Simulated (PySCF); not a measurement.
**From orbital energies to excitation energies**

Species: C₃H₈O₂Si₂.
Structure used (PBE0-D3(BJ)/def2-SVP), in Å, numbered top down from 1:
```
atom  x, y, z in Å
O1     1.7763   -0.0795    1.4138
C2     1.8116    0.4518    0.3300
O3     2.9240    1.0128   -0.1585
Si4    0.2407    0.5127   -0.7779
C5    -1.1917    1.0189    0.3555
Si6   -1.5590   -0.8432    0.5695
C7    -0.4094   -1.2648   -0.8972
H8     3.6177    0.8891    0.5143
H9     0.4781    1.2803   -2.0365
H10   -1.9999    1.5298   -0.1930
H11   -0.9440    1.6060    1.2508
H12   -2.9926   -1.2172    0.3549
H13   -1.0948   -1.3998    1.8709
H14    0.3129   -2.0846   -0.7809
H15   -0.9856   -1.4298   -1.8227
```

Method: TDDFT B3LYP/def2-SVPD, vertical, gas phase, core orbitals frozen in the response in PySCF.

Orbital energies (eV): HOMO-3 -8.75, HOMO-2 -8.43, HOMO-1 -7.89, HOMO -7.50, LUMO -1.18, LUMO+1 0.04, LUMO+2 0.22.

Computed singlets:

| state | E (eV) | f |
| --- | --- | --- |
| S1 | 4.92 | 0.0019 |
| S2 | 5.60 | 0.0014 |
| S3 | 6.45 | 0.087 |
| S4 | 6.66 | 0.107 |
| S5 | 6.71 | 0.0036 |
| S6 | 6.75 | 0.0046 |
| S7 | 6.90 | 0.064 |
| S8 | 6.99 | 0.0090 |
| S9 | 7.07 | 0.0027 |
| S10 | 7.17 | 0.0012 |

Question: Which orbital pair leads each of S1, S2 and S3, and how does its energy difference Δε compare with the excitation energy?

Answer: 

```json
{"state": "S1", "leading configuration": "HOMO→LUMO", "weight": "0.78", "Δε (eV)": "6.32", "E (eV)": "4.92", "E − Δε (eV)": "-1.40", "f": "0.0019", "other configurations": "H-1→L (17%)"}
{"state": "S2", "leading configuration": "HOMO-1→LUMO", "weight": "0.79", "Δε (eV)": "6.71", "E (eV)": "5.60", "E − Δε (eV)": "-1.11", "f": "0.0014", "other configurations": "H→L (19%)"}
{"state": "S3", "leading configuration": "HOMO-2→LUMO", "weight": "0.92", "Δε (eV)": "7.25", "E (eV)": "6.45", "E − Δε (eV)": "-0.80", "f": "0.087", "other configurations": "–"}
```

E − Δε runs from -1.40 to -0.80 eV. Among themselves, these states come in the order of their orbital differences.

H and L stand for HOMO and LUMO. The other states: S4 6.66 eV, f 0.107, H→L+1 (46%), H-3→L (40%); S5 6.71 eV, f 0.0036, H-3→L (50%), H→L+1 (37%); S6 6.75 eV, f 0.0046, H→L+2 (90%); S7 6.90 eV, f 0.064, H→L+3 (70%), H→L+4 (15%); S8 6.99 eV, f 0.0090, H→L+4 (39%), H-1→L+1 (38%), H→L+3 (12%); S9 7.07 eV, f 0.0027, H-4→L (53%), H-1→L+2 (40%); S10 7.17 eV, f 0.0012, H-1→L+2 (52%), H-4→L (42%).

Question: Pair triplets and singlets of the same leading configuration (75% or more in both) and give the splittings.

Answer: 

```json
{"configuration": "HOMO-2→LUMO", "triplet": "T4", "E(T) (eV)": "6.06", "singlet": "S3", "E(S) (eV)": "6.45", "E(S) − E(T) (eV)": "+0.39"}
```

The 4 triplets are Tamm–Dancoff values, the singlets full response.

Summed over the main configurations (up to three a state, each over 8%) of all 10 singlets, the electron leaves HOMO with weight 4.06, HOMO-1 with weight 2.26, HOMO-4 with weight 0.96 and HOMO-2 with weight 0.92.

All these states lie below the vertical ionisation energy of 9.43 eV (ΔSCF).

The run took 7.0 min of wall time (grids of density and orbitals included) on one thread of an Arm Neoverse N1, shared host with 64 logical CPUs at a one-minute load of 50, and the process peaked at 0.89 GiB of memory.

One conformer stands for the species.
